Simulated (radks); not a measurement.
Task: Neutral gold, [Xe] 4f14 5d10 6s1. Calculated with a radial shooting solver on a logarithmic mesh with Libxc functionals: non-relativistic Kohn-Sham, exchange-only LDA, spin-polarised, spherical densities, point nucleus. Every spin shell is full or empty, so the densities are truly spherical. Functionals are evaluated on that one density, not self-consistently. Rank these exchange functionals by their error against the exact value of the orbitals, and give that value: LDA, B88, revPBE, PW91, PW86, AM05, SOGGA, r2SCAN, Tao-Mo.

Result: Exact: -337.881 hartree. From best to worst, with 100 (|E| - |E exact|)/|E exact| (equal figures are ties): PW91 +0.09, B88 +0.11, r2SCAN -0.14, revPBE -0.21, PW86 -0.34, Tao-Mo -0.79, SOGGA -1.76, AM05 -3.58, LDA -3.77.
